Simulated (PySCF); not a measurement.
## Ar+ (argon, charge +1) across methods

[Ne] 3s1 3p5 3d1, one real determinant (an excited configuration). All numbers are calculated (PySCF 2.14, no relativity, point nucleus, in aug-cc-pV(Q+d)Z with one added diffuse shell each of s, p, d, f, g type (8s7p6d4f3g, 114 functions)).

| method | E (hartree) | mean ε 3p α (eV) | mean ε 3p β (eV) | mean ε 3d α (eV) | Σ⟨r²⟩ (bohr²) | ⟨S²⟩ |
| --- | --- | --- | --- | --- | --- | --- |
| r2SCAN0 | -525.7716 | -29.374 | -25.424 | -8.630 | 25.53 | 3.755 |
| PBE0 | -525.6564 | -28.906 | -25.442 | -8.604 | 25.86 | 3.753 |
| r2SCANh | -525.7824 | -28.365 | -24.826 | -8.139 | 25.92 | 3.755 |
| UHF | -525.08038 | -33.932 | -27.141 | -11.224 | 24.09 | 3.759 |
| CAM-B3LYP | -525.8274 | -29.691 | -26.349 | -9.486 | 24.27 | 3.752 |

(1) Estimate the same row for r2SCAN.

⟨L²⟩ = 6.74 against 12 for a pure F term, so this real determinant mixes terms. The outer electron is Rydberg-like, and this basis confines it to a smaller radius and binds it less than a complete one would.

Answers

(1) E (hartree) = -525.7898; mean ε 3p α (eV) = -27.676; mean ε 3p β (eV) = -24.407; mean ε 3d α (eV) = -7.820; Σ⟨r²⟩ (bohr²) = 26.13; ⟨S²⟩ = 3.755.
